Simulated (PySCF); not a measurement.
Cd(Br)(SeH) (BrCdHSe), SMILES [SeH][Cd][Br].

The structure is a stationary point at r2SCAN-D4/def2-SVP. The def2 effective core potentials stand for the cores of Cd; spin–orbit coupling is left out. One conformer was computed; it need not be the lowest.

Two levels are set side by side: TDDFT-PBE/def2-SVPD (PySCF) and TDDFT-PBE0/def2-SVPD (PySCF). Vertical, same geometry. The lowest singlet is HOMO→LUMO 100 % with PBE and HOMO→LUMO 99 % with the other functional; states are paired by order. Differences are taken from unrounded values.

```tsv
quantity	TDDFT-PBE0	TDDFT-PBE	TDDFT-PBE minus TDDFT-PBE0
lowest singlet excitation (eV)	3.98	3.51	-0.47
lowest triplet excitation (TDA) (eV)	3.63	3.19	-0.44
first bright state (f over 0.05) (eV)	6.19	5.96	-0.23
its oscillator strength	0.08	0.09	0.00
```

A lower first singlet is the usual sign of a functional without exact exchange. Differences between two approximate levels are no errors against the true value.

Rough cost on one machine, each run with all the roots and properties that it gave: TDDFT-PBE0 against TDDFT-PBE about 3 times.
